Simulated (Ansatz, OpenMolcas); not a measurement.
**Exact exchange and the vertical ionisation energy of C2H4Br2 (1,2-dibromoethane)**

C2H4Br2 has 8 atoms, charge 0, and is taken as a singlet. As SMILES, `BrCCBr`. Geometry: relaxed at PBE0-D4/def2-TZVP. This is a higher conformer, about 8 kJ/mol above the lowest found by a separate search.

The vertical ionisation energy (to the doublet cation) y, in eV, basis def2-SVP; a is the functional's share of exact exchange. Programs: Ansatz 0.2.0, OpenMolcas 26.06.

| functional | program | a | y (eV) |
| --- | --- | --- | --- |
| r2SCAN | Ansatz | 0 | 9.77 |
| TPSS | OpenMolcas | 0 | 9.58 |
| B3LYP | Ansatz | 0.2 | ? |
| PBE0 | Ansatz | 0.25 | 9.93 |
| BHLYP | Ansatz | 0.5 | 10.16 |

**Question.** Fit y = c + s·a to the known rows and predict B3LYP.

**Answer.** 
1. Means of the 4 rows: a = 0.1875, y = 9.860.
2. Σ(Δa)² = 0.17188, Σ(Δa·Δy) = 0.1675, so the slope is 0.1675/0.17188 = 0.97452.
3. Intercept: 9.860 − (0.97452) × 0.1875 = 9.677. The largest residual of the fit is 0.097.
4. B3LYP: 9.677 + (0.97452) × 0.2 = 9.87 eV.

The run gave 9.80 eV, so the prediction is off by +0.07 eV, within the scatter of the fit. The rows mix families of semi-local functionals, which the line can't see. Spin-orbit coupling is left out.
